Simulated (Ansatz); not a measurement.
Basis-set extrapolation for CH6S3Si, SMILES `SC[SiH2]SS` (PBE0-D4/def2-TZVP geometry, frozen core, the Gaussian-basis code of Ansatz). Multiplicity 1, RHF reference.

```tsv
	def2-TZVPP	def2-QZVPP
HF	-1522.978166	-1523.023080
MP2 correlation	-0.826913	-0.895834
CCSD(T) correlation	-0.942603	not run
```

Energies in hartree. Use E(X) = E(∞) + A·exp(−7.88·√X) for Hartree–Fock and E(X) = E(∞) + B·X^(−2.97) for correlation, with X = 3 and 4, and add CCSD(T) minus MP2 of the smaller set to the MP2 limit.

Task: What is the CCSD(T) energy at the basis-set limit?

Result: HF limit: -1523.023080 + (-0.044914) × 0.13774 = -1523.02927. MP2 limit: -0.895834 + (-0.068921) × 0.74074 = -0.94689. Higher-order term: -0.942603 − (-0.826913) = -0.11569. Total: -1524.09185 hartree, 449.2 kJ/mol below CCSD(T)/def2-TZVPP.
